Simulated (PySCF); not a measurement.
**F⁺: excitation energy**

F⁺ [He] 2s2 2p4 (3P) → F⁺ [He] 2s1 2p5 (3P), as a difference of total energies. Calculation: PySCF 2.14, in dyall-acv3z (15s9p4d2f, 76 functions); the spin-free X2C one-electron Hamiltonian (Gaussian nucleus). Correlated levels: valence: 1s2 frozen; valence and next inner shell: nothing frozen; virtual orbitals above 40 to 60 times the deepest correlated orbital energy dropped. The calculations carry no spin-orbit coupling.

```
                                method  excitation energy (eV)  error (eV)
                                   UHF                  21.792      +1.361
                                   LDA                  18.498      -1.933
                                   PBE                  18.760      -1.671
                                  PBE0                  19.556      -0.875
                                r2SCAN                  19.591      -0.840
                                revPBE                  18.819      -1.612
                                  BLYP                  18.679      -1.752
                                 M06-L                  19.598      -0.833
                             CAM-B3LYP                  19.389      -1.042
                         MP2 (valence)                  20.861      +0.430
                     SCS-MP2 (valence)                  20.776      +0.345
    MP2 (valence and next inner shell)                  20.814      +0.383
SCS-MP2 (valence and next inner shell)                  20.756      +0.325
```

Reference: 20.431 eV (measured; NIST levels, between the centres of gravity of the two terms).

Errors of the correlated levels include the incompleteness of this basis and the frozen core.
